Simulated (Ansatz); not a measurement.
Species: WH$_{2}$ (charge 0, quintet). The spin state was set by rule; other spins were not relaxed. SMILES: [WH2]
Geometry: optimised at B3LYP-D3(BJ)/def2-TZVP (Ansatz, an electronic-structure program).

Computed values are from Ansatz. Cores are frozen in the correlated levels unless marked. UHF or UKS for open shells. No spin-orbit coupling. The frozen core is the preceding noble-gas configuration, with the filled d and f shells of earlier blocks. In def2 rows, elements after Kr have scalar-relativistic effective core potentials. CBS(X,Y): correlation extrapolated as X^-3; Hartree-Fock from the larger set.

Q: What is the atomisation energy De at CCSD(T)/CBS(def2-TZVPPD,def2-QZVPPD)?

A: 587.5 kJ/mol.

Q: What is the dipole moment at CCSD(T)/def2-SVPD?

A: 2.45 D.

Q: What is the T1 diagnostic at CCSD/def2-QZVPPD?

A: 0.033.

Q: What is the total energy at CCSD(T)/CBS(def2-TZVPPD,def2-QZVPPD)?

A: -67.6664 Eh.
